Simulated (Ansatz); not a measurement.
Consider the ligand exchange at the Si–C bond: `F[SiH2]C1=C[SiH2]1` + `N=C(N)S` → `N=C(S)N[SiH2]F` + `C1=C[SiH2]1`.

Program: Ansatz. Geometries: PBE0-D4/def2-TZVP. ΔE: electronic, gas phase. CCSD(T)/CBS is the MP2 limit (def2-TZVPP, def2-QZVPP) plus CCSD(T) − MP2 in def2-TZVPP, frozen cores. DFT in def2-TZVPP. B3LYP here is the variant with VWN-RPA as its local correlation; programs differ in this. One conformer a species, not always the lowest.

```tsv
level	ΔE (kJ/mol)
PBE0-D4	-39.4
B2PLYP	-43.6
r2SCAN	-42.0
B3LYP	-40.2
MP2/def2-TZVPP	-46.7
CCSD(T)/def2-TZVPP	-46.0
SCS-MP2/def2-QZVPP	-46.6
CCSD/CBS(def2)	-45.8
```

(1) What does CCSD(T)/CBS give? (An estimate is asked.)

Largest T1 diagnostic among the species: 0.014.

Results:

(1) Computed: -45.4 kJ/mol. The listed levels differ from it by 6.0, 1.8, 3.4, 5.2, -1.3, -0.6, -1.2, -0.4 kJ/mol.

From PBE to PBE0 (25 % exact exchange), in def2-TZVPP and without D4, ΔE moves by −3.3 kJ/mol.
